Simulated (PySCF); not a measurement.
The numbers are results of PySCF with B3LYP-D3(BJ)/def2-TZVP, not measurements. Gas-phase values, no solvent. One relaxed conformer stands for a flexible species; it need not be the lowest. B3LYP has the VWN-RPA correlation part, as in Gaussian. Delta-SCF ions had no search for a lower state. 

Reference species (SMILES): `O(C=O)[SiH3]` (O–C–O–Si torsion 0°) (neutral, multiplicity 1).

The LUMO is -0.69 eV, the HOMO comes out as -8.35 eV and the vertical ionisation energy (Delta-SCF) is 11.14 eV.

After one change: the LUMO falls by 0.16 eV; the HOMO rises by 1.22 eV; the vertical ionisation energy (Delta-SCF) falls by 1.46 eV.

Name the change that produced these shifts. The new species is one of these.
A) `O=CC1CC1` (O–C–C–C torsion 147°)
B) `NC(=O)C=O` (O–C–C–O torsion 180°)
C) `N#CCC=O`
D) `CC(=O)C=O` (O–C–C–O torsion 180°)

A, `O=CC1CC1` (O–C–C–C torsion 147°)
